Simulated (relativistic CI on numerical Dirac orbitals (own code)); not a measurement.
# Cu4+ in a cubic cluster: L2,3 absorption with charge transfer

Computed with a charge-transfer multiplet model of a cubic metal-ligand cluster with up to 2 ligand holes, Slater and spin-orbit integrals from Dirac-Coulomb-Breit ions, Slater integrals scaled by 0.7. The parameters are those of a tetrahedral site (10Dq negative, t2 hopping the larger). The ground state mixes d7 with configurations of k ligand holes L, whose averages lie at kΔ + k(k − 1)U_dd/2; a core hole lowers each added d electron by U_cd. 300 K, Lorentzian 0.4 eV and Gaussian 0.3 eV FWHM.

Atomic integrals in eV (Slater integrals scaled, ζ unscaled), ground: F2dd 10.358, F4dd 6.495, zeta_d 0.120; with the core hole: F2dd 10.861, F4dd 6.812, zeta_d 0.150, zeta_core 13.370, F2cd 6.618, G1cd 5.133, G3cd 2.922.

Cluster parameters (eV): Δ = -1.1, U_dd = 7.1, 10Dq = -0.35, 10Dq(ligand) = 0, V(eg) = 1.27, V(t2g) = -2.17, final-state hopping factor = 0.9.

| Case | n_d | d7 | d8L | d9L2 | S |
| --- | --- | --- | --- | --- | --- |
| U_cd = 7.6 eV | 7.66 | 0.41 | 0.52 | 0.07 | 1.50 |
| U_cd = 8.2 eV | 7.66 | 0.41 | 0.52 | 0.07 | 1.50 |
| U_cd = 8.8 eV | 7.66 | 0.41 | 0.52 | 0.07 | 1.50 |
| U_cd = 10 eV | 7.66 | 0.41 | 0.52 | 0.07 | 1.50 |
| U_cd = 10.6 eV | 7.66 | 0.41 | 0.52 | 0.07 | 1.50 |

Weights, n_d and S are thermal averages at 300 K. Photon energies count from the first peak over 30 % of the highest in each spectrum, which can be another peak from case to case. The parameters are a model scan and need not match a compound or its usual spin state. Peaks in eV (height, largest 100):
- U_cd = 7.6 eV: 0.0 (100), 4.0 (7), 20.6 (30)
- U_cd = 8.2 eV: 0.0 (100), 3.9 (7), 20.4 (29)
- U_cd = 8.8 eV: 0.0 (100), 3.9 (6), 5.9 (6), 6.4 (5), 20.4 (27), 21.1 (22)
- U_cd = 10 eV: 0.0 (100), 6.1 (12), 20.3 (25), 21.0 (21), 26.3 (6)
- U_cd = 10.6 eV: 0.0 (100), 6.1 (16), 20.3 (24), 20.9 (22), 26.3 (7)

For the case U_cd = 8.8 eV, Δ = -1.1 eV is smaller than U_dd = 7.1 eV, the charge-transfer side of the Zaanen-Sawatzky-Allen scheme (negative Δ: between configuration averages a ligand hole costs less than the nominal valence; multiplet and field energies can change this for the lowest states). With the core hole the configuration with one ligand hole lies at Δ + U_dd − U_cd = -1.6, -2.2, -2.8, -4.0, -4.6 eV from the one without, in the order of the table; where this is negative the screened configuration lies lower, though the effective hopping of about 3.0 eV (from the holes of the mixed ground state) mixes the two strongly wherever it is as large as the gap.
